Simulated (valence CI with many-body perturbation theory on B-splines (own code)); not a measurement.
Values are calculated unless marked as measured or tabulated.
## Level structure of Rh³⁸⁺

Level of theory: configuration interaction combined with many-body perturbation theory (CI+MBPT): five valence electrons over a frozen Dirac-Fock core [He], a basis of 11 s, 11 p, 10 d, 8 f, 5 g, 2 h functions for each j, with the one-electron correlation potential Σ1 (screened to all orders), the two-electron term Σ2, the three-electron term Σ3, Breit, model QED; selected single and double excitations, second order for the rest, scaled by the run's own slope (own B-spline code, finite nucleus).

No measured spectrum was set against this ion. As an estimate, large intervals hold to a few tenths of a per cent, small ones and those within an open d or f shell to about a per cent. Among the levels kept, up to 11000 cm⁻¹ of a level comes from second order outside the variational space, and about a tenth of that is noise between levels of different J, which matters for small intervals.

Levels 91 to 135 of 203, with energies above the lowest level, (2s^2 2p1/2^2 2p3/2) J=3/2. "Leading %" is the weight of the configuration and term that name the level; weights of strongly mixed levels are sums over their largest components and can fall short, so below about 35 % the name and the second component can differ from the true leading terms, or belong to a minority configuration. In the jj column 3d3/2^4 stands for four electrons in 3d with j = 3/2.

| No. | Configuration | Term | J | E (eV) | Leading % | Leading jj | g | Second component |
| --- | --- | --- | --- | --- | --- | --- | --- | --- |
| 91 | 2s²2p²3d | ²F | 7/2 | 3556.3 | 44 | 2s^2 2p3/2^2 3d5/2 (87 %) | 1.267 | 40 % 2s²2p²3d ⁴D |
| 92 | 2s²2p²3d | ⁴F | 9/2 | 3558.4 | 56 | 2s^2 2p3/2^2 3d5/2 (97 %) | 1.230 | 43 % 2s²2p²3d ²G |
| 93 | 2s2p³3d | ⁴D° | 7/2 | 3558.8 | 44 | 2s 2p1/2^2 2p3/2 3d5/2 (66 %) | 1.287 | 28 % 2s2p³3d ²F° |
| 94 | 2s²2p²3d | ²F | 7/2 | 3559.1 | 50 | 2s^2 2p3/2^2 3d3/2 (84 %) | 1.053 | 36 % 2s²2p²3d ²G |
| 95 | 2s2p³3p | ⁶P | 3/2 | 3561.1 | 30 | 2s 2p1/2 2p3/2^2 3p1/2 (89 %) | 1.649 | 20 % 2s2p³3p ⁴D |
| 96 | 2s2p³3d | ⁴D° | 1/2 | 3563.7 | 43 | 2s 2p1/2^2 2p3/2 3d5/2 (66 %) | 0.886 | 19 % 2s2p³3s ⁴P° |
| 97 | 2s2p³3s | ⁴P° | 1/2 | 3568.6 | 64 | 2s 2p1/2 2p3/2^2 3s (76 %) | 1.882 | 11 % 2s2p³3d ⁴D° |
| 98 | 2s2p³3p | ⁴F | 5/2 | 3569.6 | 26 | 2s 2p1/2 2p3/2^2 3p1/2 (90 %) | 1.321 | 19 % 2s2p³3p ⁴P |
| 99 | 2s²2p²3d | ²S | 1/2 | 3569.8 | 44 | 2s^2 2p3/2^2 3d5/2 (68 %) | 1.879 | 30 % 2s²2p²3d ⁴P |
| 100 | 2s²2p²3d | ²P | 3/2 | 3577.1 | 53 | 2s^2 2p3/2^2 3d5/2 (78 %) | 1.220 | 15 % 2s²2p²3d ⁴P |
| 101 | 2s2p³3s | ⁴P° | 3/2 | 3578.9 | 24 | 2s 2p1/2 2p3/2^2 3s (76 %) | 1.395 | 21 % 2s2p³3s ⁴S° |
| 102 | 2s2p³3d | ⁴G° | 5/2 | 3580.1 | 32 | 2s 2p1/2^2 2p3/2 3d3/2 (95 %) | 0.889 | 26 % 2s2p³3d ²F° |
| 103 | 2s²2p²3d | ²D | 5/2 | 3581.1 | 63 | 2s^2 2p3/2^2 3d5/2 (90 %) | 1.146 | 21 % 2s²2p²3d ²F |
| 104 | 2s2p³3s | ²S° | 1/2 | 3582.5 | 39 | 2s 2p1/2 2p3/2^2 3s (88 %) | 0.962 | 33 % 2s2p³3s ⁴D° |
| 105 | 2s2p³3d | ²D° | 3/2 | 3583.8 | 23 | 2s 2p1/2^2 2p3/2 3d3/2 (64 %) | 1.019 | 13 % 2s2p³3d ⁴F° |
| 106 | 2s2p³3d | ⁴D° | 1/2 | 3587.2 | 39 | 2s 2p1/2^2 2p3/2 3d3/2 (86 %) | 0.660 | 32 % 2s2p³3d ²P° |
| 107 | 2s2p³3s | ²D° | 5/2 | 3589.6 | 68 | 2s 2p1/2 2p3/2^2 3s (84 %) | 1.255 | 12 % 2s2p³3s ⁴D° |
| 108 | 2s2p³3s | ²D° | 3/2 | 3590.0 | 71 | 2s 2p1/2 2p3/2^2 3s (90 %) | 1.037 | 9 % 2s2p³3s ⁴S° |
| 109 | 2s2p³3p | ⁴F | 7/2 | 3591.4 | 39 | 2s 2p1/2 2p3/2^2 3p1/2 (96 %) | 1.243 | 33 % 2s2p³3p ²F |
| 110 | 2s2p³3s | ²P° | 3/2 | 3592.5 | 33 | 2s 2p1/2 2p3/2^2 3s (88 %) | 1.476 | 22 % 2s2p³3s ⁴P° |
| 111 | 2s²2p²3d | ²D | 3/2 | 3594.1 | 81 | 2s^2 2p3/2^2 3d3/2 (79 %) | 0.841 | 5 % 2s²2p²3d ⁴F |
| 112 | 2s2p³3d | ²F° | 7/2 | 3594.2 | 25 | 2s 2p1/2^2 2p3/2 3d5/2 (94 %) | 1.153 | 17 % 2s2p³3d ²G° |
| 113 | 2s²2p²3d | ²D | 5/2 | 3599.1 | 66 | 2s^2 2p3/2^2 3d5/2 (94 %) | 1.178 | 13 % 2s²2p²3d ²F |
| 114 | 2s2p³3s | ²P° | 1/2 | 3602.4 | 78 | 2s 2p1/2 2p3/2^2 3s (95 %) | 0.933 | 14 % 2s2p³3s ²S° |
| 115 | 2s2p³3d | ²D° | 5/2 | 3602.4 | 26 | 2s 2p1/2^2 2p3/2 3d5/2 (82 %) | 1.146 | 19 % 2s2p³3d ²F° |
| 116 | 2s2p³3d | ⁴D° | 3/2 | 3604.6 | 23 | 2s 2p1/2^2 2p3/2 3d5/2 (85 %) | 1.350 | 18 % 2s2p³3d ²P° |
| 117 | 2s2p³3p | ⁶P | 7/2 | 3605.5 | 37 | 2s 2p1/2 2p3/2^2 3p3/2 (91 %) | 1.420 | 28 % 2s2p³3p ⁴F |
| 118 | 2s2p³3p | ⁴D | 5/2 | 3605.5 | 41 | 2s 2p1/2 2p3/2^2 3p3/2 (78 %) | 1.392 | 23 % 2s2p³3p ⁴P |
| 119 | 2s2p³3p | ⁴P | 5/2 | 3607.9 | 67 | 2s 2p1/2 2p3/2^2 3p1/2 (79 %) | 1.507 | 19 % 2s2p³3p ²D |
| 120 | 2s2p³3p | ⁴P | 1/2 | 3610.7 | 47 | 2s 2p1/2 2p3/2^2 3p3/2 (82 %) | 1.532 | 24 % 2s2p³3p ²P |
| 121 | 2s2p³3p | ⁴D | 1/2 | 3621.3 | 64 | 2s 2p1/2 2p3/2^2 3p1/2 (88 %) | 0.468 | 22 % 2s2p³3p ²P |
| 122 | 2s2p³3p | ⁴P | 3/2 | 3626.0 | 40 | 2s 2p1/2 2p3/2^2 3p3/2 (88 %) | 1.393 | 21 % 2s2p³3p ²D |
| 123 | 2s2p³3p | ²P | 3/2 | 3630.7 | 25 | 2s 2p1/2 2p3/2^2 3p1/2 (87 %) | 1.023 | 20 % 2s2p³3p ⁴F |
| 124 | 2s2p³3p | ⁴P | 1/2 | 3631.6 | 51 | 2s 2p1/2 2p3/2^2 3p1/2 (93 %) | 1.640 | 23 % 2s2p³3p ²P |
| 125 | 2s2p³3p | ⁴F | 9/2 | 3632.8 | 99 | 2s 2p1/2 2p3/2^2 3p3/2 (99 %) | 1.323 |  |
| 126 | 2s2p³3p | ⁴D | 7/2 | 3633.6 | 61 | 2s 2p1/2 2p3/2^2 3p3/2 (99 %) | 1.308 | 38 % 2s2p³3p ²F |
| 127 | 2s2p³3p | ²P | 3/2 | 3637.7 | 46 | 2s 2p1/2 2p3/2^2 3p3/2 (68 %) | 1.379 | 28 % 2s2p³3p ⁴P |
| 128 | 2s2p³3p | ²F | 5/2 | 3639.4 | 55 | 2s 2p1/2 2p3/2^2 3p1/2 (92 %) | 1.023 | 16 % 2s2p³3p ²D |
| 129 | 2s2p³3p | ²P | 3/2 | 3645.7 | 48 | 2s 2p1/2 2p3/2^2 3p1/2 (69 %) | 1.205 | 20 % 2s2p³3p ⁴D |
| 130 | 2s2p³3p | ²D | 5/2 | 3652.5 | 62 | 2s 2p1/2 2p3/2^2 3p3/2 (98 %) | 1.241 | 22 % 2s2p³3p ⁴P |
| 131 | 2s2p³3p | ²P | 3/2 | 3660.9 | 32 | 2s 2p1/2 2p3/2^2 3p1/2 (90 %) | 1.259 | 21 % 2s2p³3p ⁴P |
| 132 | 2s2p³3p | ⁴P | 1/2 | 3661.3 | 42 | 2s 2p1/2 2p3/2^2 3p1/2 (90 %) | 1.864 | 29 % 2s2p³3p ²S |
| 133 | 2s2p³3d | ⁶D° | 3/2 | 3662.9 | 31 | 2s 2p1/2 2p3/2^2 3d3/2 (92 %) | 1.327 | 24 % 2s2p³3d ⁴D° |
| 134 | 2s2p³3d | ⁴F° | 5/2 | 3664.1 | 33 | 2s 2p1/2 2p3/2^2 3d3/2 (84 %) | 1.285 | 31 % 2s2p³3d ⁶D° |
| 135 | 2s2p³3d | ⁶D° | 1/2 | 3664.4 | 34 | 2s 2p1/2 2p3/2^2 3d3/2 (90 %) | 1.978 | 23 % 2s2p³3d ⁴D° |
